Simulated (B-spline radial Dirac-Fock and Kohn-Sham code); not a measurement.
## Binding energies of Zn⁺ in different valence configurations

These are calculated numbers from a radial B-spline solver; the model is ΔSCF Dirac-Fock with Breit, self-energy and vacuum polarisation, finite nucleus, configuration average. No correlation.

Reference: the tabulated ground configuration [Ar] 3d10 4s1, with 1s 9677.2 eV, 2s 1216.8 eV, 2p1/2 1062.4 eV, 2p3/2 1039.0 eV, 3p1/2 110.6 eV, 3p3/2 107.6 eV, Kα1 8638.2 eV, Kβ1 9569.6 eV.

Q: One of these configurations gives the following shifts from the reference, in eV: average energy +6.92, 1s +9.65, 2s +10.79, 2p1/2 +10.51, 2p3/2 +10.53, 3p1/2 +8.04, 3p3/2 +7.98, Kα1 -0.87, Kβ1 +1.68. Which?
A. [Ar] 3d9 4s2
B. [Ar] 3d9 4s1 4p1
C. [Ar] 3d10 4p1

A: A. The others give [Ar] 3d10 4p1: 1s +1.94; [Ar] 3d9 4s1 4p1: 1s +11.19.
